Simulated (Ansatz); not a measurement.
`C[Si](N)([SiH3])Cl` → `C[SiH](N)Cl` + `[SiH2]`  (silylene loss)

Isolated molecules relaxed with PBE0-D4/def2-TZVP in Ansatz; ΔE leaves out vibrations. CBS: MP2 limit from def2 TZ/QZ plus the TZ coupled-cluster correction, frozen cores. This one scheme is used for every species. DFT in def2-TZVPP. One conformer a species, not always the lowest.

CCSD(T)/CBS gives +232.1 kJ/mol.

Another level gave +248.9 kJ/mol. Which?
A. CCSD/def2-TZVPP
B. PBE-D4/def2-TZVPP
C. PBE0/def2-TZVPP
D. RPA@PBE/def2-TZVPP

B. PBE-D4 248.9, CCSD/def2-TZVPP 218.6, PBE0 243.3, RPA@PBE/def2-TZVPP 206.1 kJ/mol.

Largest T1 diagnostic among the species: 0.014.

In def2-TZVPP, CCSD(T) changes the Hartree–Fock value by +23.7 kJ/mol (the triples alone add +6.3 kJ/mol) and MP2 by +39.0 kJ/mol. From PBE to PBE0 (25 % exact exchange), in def2-TZVPP and without D4, ΔE moves by +5.0 kJ/mol. The D4 term adds +17.1 kJ/mol with B3LYP and +9.6 kJ/mol with PBE0; it sums over pairs of atoms, weighted by their polarisabilities, and B3LYP, whose exchange is more repulsive, gets the larger term.

CCSD(T)/CBS has its own doubt, a few kJ/mol and more with outer-core shells, so smaller differences from it don't rank the levels.

B3LYP here is the variant with VWN-RPA as its local correlation; programs differ in this.
